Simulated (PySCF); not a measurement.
**How methods differ on the excitation energy of Ga**

Ga [Ar] 3d10 4s2 4p1 (2P) → Ga [Ar] 3d10 4s1 4p1 4d1 (high-spin determinant), as a difference of total energies. All numbers are calculated (PySCF 2.14, scalar relativity through the core potential, in aug-cc-pVQZ-PP with ECP10MDF). Correlated levels: valence: 3s2 3p6 3d10 frozen. The calculations carry no spin-orbit coupling.

| method | excitation energy (eV) |
| --- | --- |
| UHF | 8.634 |
| LDA | 10.482 |
| PBE | 10.055 |
| PBE0 | 9.874 |
| r2SCAN | 10.026 |
| LC-wPBE | 10.063 |
| BLYP | 10.347 |
| CAM-B3LYP | 10.435 |
| B97-3 | 10.145 |
| MP2 (valence) | 9.459 |
| SCS-MP2 (valence) | 9.701 |

Q: How much does correlation contribute at MP2 (valence)?

A: 9.459 − (8.634) = 0.825 eV, measured against UHF.

The upper state lies above the first ionisation limit, but in LS coupling its spin forbids autoionisation to the ground ion.

The promoted electron is Rydberg-like, and one or two diffuse shells describe it only roughly, which tends to raise the upper state.

The determinant of the upper state mixes LS terms, which raises its energy above the lowest term, most at the Hartree-Fock and MP2 levels.
